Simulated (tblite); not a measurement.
Species: C7H13P.
Structure used (GFN2-xTB), in Å, numbered top down from 1:
```xyz
21
C7H13P angstrom
C      3.8403    1.0087   -1.5741
C      2.7728    1.2032   -1.0559
P      1.3023    1.5590   -0.1455
C      0.6044   -0.1742   -0.2036
C     -0.7277   -0.3298    0.5409
C     -0.5162   -0.0660    2.0315
C     -1.2345   -1.7617    0.3406
C     -1.7564    0.6568   -0.0122
H      4.7493    0.8220   -2.0680
H      0.6161    2.0436   -1.2733
H      1.3564   -0.8243    0.2569
H      0.4976   -0.4799   -1.2488
H      0.1799   -0.7880    2.4531
H     -1.4580   -0.1399    2.5704
H     -0.1093    0.9323    2.1846
H     -1.4290   -1.9575   -0.7121
H     -2.1581   -1.9171    0.8941
H     -0.4985   -2.4818    0.6925
H     -2.7264    0.4971    0.4541
H     -1.4456    1.6814    0.1905
H     -1.8683    0.5331   -1.0881
```

Method: GFN2-xTB as coded in tblite; computed harmonic values from a numerical Hessian at the method's own geometry, unscaled. Against measured fundamentals such values can be off by several per cent, at times by over 20. Modes of hydrogen on phosphorus can be 10 to 20 % off. One conformer, not necessarily the lowest.

Harmonic wavenumbers (cm⁻¹): 41.9, 86.3, 93.8, 182.9, 200.2, 234.0, 241.2, 266.6, 294.9, 320.7, 324.3, 407.9, 415.3, 466.1, 631.9, 656.8, 683.1, 716.2, 759.0, 809.0, 880.3, 911.1, 956.5, 964.4, 966.8, 968.6, 1032.8, 1037.2, 1108.7, 1190.3, 1265.7, 1274.0, 1285.7, 1404.9, 1407.5, 1427.0, 1447.9, 1487.8, 1490.0, 1493.7, 1505.0, 1507.7, 1510.6, 2192.6, 2204.7, 2928.8, 2941.7, 3005.7, 3016.7, 3019.1, 3024.7, 3026.1, 3028.4, 3033.2, 3034.0, 3037.8, 3366.4.

A = 3399, B = 861.4, C = 816.4 MHz; mass 128.075 u (most abundant isotopes); point group C1, symmetry number 1.

Question: What is the zero-point energy?

Answer: ½Σν̃ = 38608 cm⁻¹ = 461.86 kJ/mol.

Question: Give the ideal-gas entropy at 200 K and 1 bar in the rigid-rotor, harmonic-oscillator model (classical rotation).

Answer: Translation 161.08, rotation 117.56, vibration 85.59: S = 364.2 J/(mol K).

Question: And Cp and H(200 K) − H(0)?

Answer: Cp = 131.79 J/(mol K), of which vibrations give 98.53 (their classical limit is 57 R = 473.9); H(200 K) − H(0) = 16.29 kJ/mol without the zero-point energy, 9.64 from vibrations.

Question: Which modes carry the vibrational entropy at 200 K?

Answer: 41.9 cm⁻¹: 18.32; 86.3 cm⁻¹: 12.41; 93.8 cm⁻¹: 11.74; 182.9 cm⁻¹: 6.61; 200.2 cm⁻¹: 5.96; 234.0 cm⁻¹: 4.90 J/(mol K); the other 51 give 25.65 together.

Question: What must be added to the electronic energy to get the Gibbs energy at 200 K and 1 bar?

Answer: ZPE + [H(200 K) − H(0)] − T·S = 461.86 + 16.29 − 72.84 = 405.31 kJ/mol.

Question: Blend soft modes into free rotors: weight 1/[1 + (100 cm⁻¹/ν̃)⁴] for the oscillator and the rest for a rotor with moment μB/(μ + B), μ = h/(8π²ν), B = 10⁻⁴⁴ kg m². What vibrational entropy results?

Answer: 80.10 J/(mol K) in place of 85.59, which changes −T·S at 200 K by +1.10 kJ/mol.

Hindered rotation and anharmonicity are outside this model. Other conformers, if any are populated, would add a mixing term that is left out. The structure is chiral; the term R ln 2 for an equal mix with its mirror image is left out.
